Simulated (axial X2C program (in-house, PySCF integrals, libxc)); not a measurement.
## Curves of IEuI from open-shell CI on f7 s0

Calculated with an in-house all-electron X2C program for linear molecules (integrals from PySCF): two-component X2C with atomic mean-field Coulomb and Gaunt terms, basis I dyall-v3z, Eu dyall-v3z (cores contracted in-house). Orbitals come from Hartree–Fock averaged over the configuration Eu f7 s0; CI then distributes these electrons over the f, s shells of Eu.

Scan along the symmetric stretch (R is each bond); masses I 126.904 u, Eu 152.921 u, I 126.904 u. Energies in cm⁻¹ from the lowest point; levels are followed by energy order within each Ω. Lowest level at 3.076 Å: 100% f7.

| R (Å) | (1)Ω=7/2 | (1)Ω=5/2 | (1)Ω=3/2 | (1)Ω=1/2 |
| --- | --- | --- | --- | --- |
| 2.861 | 3030 | 3033 | 3035 | 3036 |
| 2.968 | 732 | 735 | 737 | 738 |
| 3.076 | 0 | 3 | 5 | 6 |
| 3.199 | 558 | 560 | 562 | 563 |
| 3.322 | 2148 | 2150 | 2152 | 2152 |
| 3.461 | 4763 | 4765 | 4766 | 4767 |
| 3.630 | 8645 | 8647 | 8648 | 8649 |

Fit the curves (1)Ω=7/2, (1)Ω=5/2, (1)Ω=3/2, (1)Ω=1/2 near their minima.

From the open-shell CI curves, Te from the lowest:

```
   level  Te (cm⁻¹)  Re (Å)  ωe (cm⁻¹)
(1)Ω=7/2          0   3.085      113.0
(1)Ω=5/2          3   3.085      113.0
(1)Ω=3/2          5   3.085      113.0
(1)Ω=1/2          6   3.085      113.0
```

Without dynamic correlation distances can be off by several hundredths of an Å (long for ionic bonds, short for multiple bonds) and the wavenumbers are rough.

Dynamic correlation is missing, so gaps between terms are too wide and other configurations may lie lower; the lowest level listed is that of this model, not necessarily the ground state. At most 4 roots were kept for each Ω > 0 (twice that for Ω = 0) within 2.2 eV of the lowest, so higher up levels can be missing between those listed; levels with Ω > 0 are doubly degenerate and listed once, Ω = 0 levels singly. States that fill the shells left empty in the average are placed too high. The molecule was held linear; bending was not examined.
